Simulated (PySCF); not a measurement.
## Electron correlation in Rb⁺ (rubidium, charge +1)

[Kr], closed-shell 1S. Calculation: PySCF 2.14, in cc-pVDZ-X2C (6s5p3d, 36 functions); the spin-free X2C one-electron Hamiltonian (Gaussian nucleus). Frozen: [Ar] 3d10 4s2; 6 electrons correlated.

Total MP2 correlation energy: -7.95 mhartree.

Same-spin part -2.51 and opposite-spin part -5.44 mhartree; SCS-MP2 scales them by 1/3 and 6/5 to -7.36 mhartree.

| level | correlation energy (mhartree) |
| --- | --- |
| CCSD | -8.70 |
| (T) | -0.04 |
| CCSD(T) | -8.74 |

Diagnostics: T1 = 0.0018, D1 = 0.0026, largest double amplitude 0.013.

**Question.** Is a single reference adequate?

**Answer.** Yes, within this model without spin-orbit coupling: T1 lies below 0.03 and no double amplitude reaches 0.07.
